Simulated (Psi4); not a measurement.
trimethylarsine (C3H9As), singlet, at a GFN2-xTB geometry, with bond 10-3 at 1.3 times its length; B3LYP/STO-3G (Psi4).

Input for Psi4:
```
memory 2 GB

molecule mol {
0 1
  C    -0.328672    1.720106   -0.314425
  As   -0.071183   -0.074078    0.468947
  C     1.693972   -0.420386   -0.345527
  C    -1.132283   -1.057227   -0.875135
  H    -0.125392    1.707596   -1.384190
  H     0.338777    2.438347    0.159817
  H    -1.352296    2.057297   -0.157070
  H     1.677486   -0.200326   -1.411913
  H     1.974854   -1.463708   -0.208232
  H     2.684204    0.383638    0.269104
  H    -0.841688   -0.767972   -1.883977
  H    -0.983122   -2.130229   -0.762522
  H    -2.193360   -0.849478   -0.743913
}

set basis sto-3g
set reference rks
set diis_max_vecs 3

energy('b3lyp')
print_variables()
```

It wrote (shortened):

```
   => Loading Basis Set <=

    Name: STO-3G
    Role: ORBITAL
    Keyword: BASIS

         ---------------------------------------------------------
                                   SCF
               by Justin Turney, Rob Parrish, Andy Simmonett
                          and Daniel G. A. Smith
                              RKS Reference
         ---------------------------------------------------------

  ==> Geometry <==

    Molecular point group: c1
    Full point group: C1

    Geometry (in Angstrom), charge = 0, multiplicity = 1:

       Center              X                  Y                   Z               Mass
    ------------   -----------------  -----------------  -----------------  -----------------
         C           -0.317435856698     1.732238183292    -0.402284218993    12.000000000000
         AS          -0.059946856698    -0.061945816708     0.381087781007    74.921594570000
         C            1.705208143302    -0.408253816708    -0.433386218993    12.000000000000
         C           -1.121046856698    -1.045094816708    -0.962994218993    12.000000000000
         H           -0.114155856698     1.719728183292    -1.472049218993     1.007825032230
         H            0.350013143302     2.450479183292     0.071957781007     1.007825032230
         H           -1.341059856698     2.069429183292    -0.244929218993     1.007825032230
         H            1.688722143302    -0.188193816708    -1.499772218993     1.007825032230
         H            1.986090143302    -1.451575816708    -0.296091218993     1.007825032230
         H            2.695440143302     0.395770183292     0.181244781007     1.007825032230
         H           -0.830451856698    -0.755839816708    -1.971836218993     1.007825032230
         H           -0.971885856698    -2.118096816708    -0.850381218993     1.007825032230
         H           -2.182123856698    -0.837345816708    -0.831772218993     1.007825032230

  Running in c1 symmetry.

  Rotational constants: A =      0.15629  B =      0.15393  C =      0.11331 [cm^-1]
  Rotational constants: A =   4685.33150  B =   4614.56505  C =   3396.96913 [MHz]
  Nuclear repulsion =  288.404417869813813

  Charge       = 0
  Multiplicity = 1
  Electrons    = 60
  Nalpha       = 30
  Nbeta        = 30

  ==> Algorithm <==

  SCF Algorithm Type is DF.
  DIIS enabled.
  MOM disabled.
  Fractional occupation disabled.
  Guess Type is SAD.
  Energy threshold   = 1.00e-06
  Density threshold  = 1.00e-06
  Integral threshold = 1.00e-12

  ==> Primary Basis <==

  Basis Set: STO-3G
    Blend: STO-3G
    Number of shells: 26
    Number of basis functions: 42
    Number of Cartesian functions: 43
    Spherical Harmonics?: true
    Max angular momentum: 2

  ==> DFT Potential <==

   => LibXC <=

    Version 7.1.2
    S. Lehtola, C. Steigemann, M. J. T. Oliveira, and M. A. L. Marques,  SoftwareX 7, 1–5 (2018) (10.1016/j.softx.2017.11.002)

   => Composite Functional: B3LYP <=

    B3LYP Hyb-GGA Exchange-Correlation Functional

    P. J. Stephens, F. J. Devlin, C. F. Chabalowski, and M. J. Frisch,  J. Phys. Chem. 98, 11623 (1994) (10.1021/j100096a001)

    Deriv               =              1
    GGA                 =           TRUE
    Meta                =          FALSE

    Exchange Hybrid     =           TRUE
    MP2 Hybrid          =          FALSE

   => Exchange Functionals <=

    0.0800   Slater exchange
    0.7200         Becke 88

   => Exact (HF) Exchange <=

    0.2000               HF

   => Correlation Functionals <=

    0.1900   Vosko, Wilk & Nusair (VWN5_RPA)
    0.8100   Lee, Yang & Parr

   => LibXC Density Thresholds  <==

    XC_HYB_GGA_XC_B3LYP:  1.00E-15

   => Molecular Quadrature <=

    Radial Scheme          =       TREUTLER
    Pruning Scheme         =           NONE
    Nuclear Scheme         =       TREUTLER

    Blocking Scheme        =         OCTREE
    BS radius alpha        =              1
    Pruning alpha          =              1
[...]
    K tasked:                   Yes
    wK tasked:                   No
    Algorithm:                 Core
    Schwarz Cutoff:           1E-12
    Mask sparsity (%):       2.0408
    Fitting Condition:        1E-10

   => Auxiliary Basis Set <=

  Basis Set: (STO-3G AUX)
    Blend: DEF2-UNIVERSAL-JKFIT
    Number of shells: 189
    Number of basis functions: 653
    Number of Cartesian functions: 818
    Spherical Harmonics?: true
    Max angular momentum: 5

  Minimum eigenvalue in the overlap matrix is 2.2892962056E-01.
  Reciprocal condition number of the overlap matrix is 9.6357686771E-02.
    Using symmetric orthogonalization.

  ==> Pre-Iterations <==

  SCF Guess: Superposition of Atomic Densities via on-the-fly atomic UHF (no occupation information).

   -------------------------
    Irrep   Nso     Nmo
   -------------------------
     A         42      42
   -------------------------
    Total      42      42
   -------------------------

  ==> Iterations <==

                           Total Energy        Delta E     RMS |[F,P]|

   @DF-RKS iter SAD: -2324.81113848740051   -2.32481e+03   0.00000e+00
   @DF-RKS iter   1: -2328.59370895781285   -3.78257e+00   1.43659e-02 DIIS/ADIIS
   @DF-RKS iter   2: -2328.69019931712501   -9.64904e-02   1.23779e-02 DIIS/ADIIS
   @DF-RKS iter   3: -2328.89181241599044   -2.01613e-01   2.34225e-03 DIIS/ADIIS
   @DF-RKS iter   4: -2328.89805250040354   -6.24008e-03   5.40353e-04 DIIS/ADIIS
   @DF-RKS iter   5: -2328.89833571973304   -2.83219e-04   2.82622e-04 DIIS/ADIIS
   @DF-RKS iter   6: -2328.89842532518605   -8.96055e-05   5.25692e-05 DIIS
   @DF-RKS iter   7: -2328.89842727401037   -1.94882e-06   4.50007e-05 DIIS
   @DF-RKS iter   8: -2328.89842954031747   -2.26631e-06   1.04191e-05 DIIS
   @DF-RKS iter   9: -2328.89842963965521   -9.93377e-08   6.76481e-06 DIIS
   @DF-RKS iter  10: -2328.89842968852236   -4.88672e-08   1.85148e-06 DIIS
   @DF-RKS iter  11: -2328.89842969266419   -4.14184e-09   8.10037e-07 DIIS
  Energy and wave function converged.

  ==> Post-Iterations <==

   Electrons on quadrature grid:
      Ntotal   =   59.9999878915 ; deviation = -1.211e-05

    Orbital Energies [Eh]
    ---------------------

    Doubly Occupied:

[...]
    Virtual:

[...]
    Final Occupation by Irrep:
              A
    DOCC [    30 ]
    NA   [    30 ]
    NB   [    30 ]

  @DF-RKS Final Energy: -2328.89842969266419

   => Energetics <=

    Nuclear Repulsion Energy =            288.4044178698138126
    One-Electron Energy =               -3831.4795459757747267
    Two-Electron Energy =                1297.4085170608484532
    DFT Exchange-Correlation Energy =     -83.2318186475516342
    Empirical Dispersion Energy =           0.0000000000000000
    VV10 Nonlocal Energy =                  0.0000000000000000
    Total Energy =                      -2328.8984296926641946

Computation Completed

Properties will be evaluated at   0.000000,   0.000000,   0.000000 [a0]

Properties computed using the SCF density matrix

 Multipole Moments:

 ------------------------------------------------------------------------------------
     Multipole            Electronic (a.u.)      Nuclear  (a.u.)        Total (a.u.)
 ------------------------------------------------------------------------------------

 L = 1.  Multiply by 2.5417464519 to convert [e a0] to [Debye]
 Dipole X            :         -1.7113096            1.7058456           -0.0054640
 Dipole Y            :         -1.7083178            1.7262270            0.0179092
 Dipole Z            :          9.3709052           -9.6937662           -0.3228610
 Magnitude           :                                                    0.3234034

 ------------------------------------------------------------------------------------

  Variable Map:
  ----------------------------------------------------------------------------
[...]
  Array Variable Map:
  ----------------------------------------------------------------------------
[...]
[...]
```
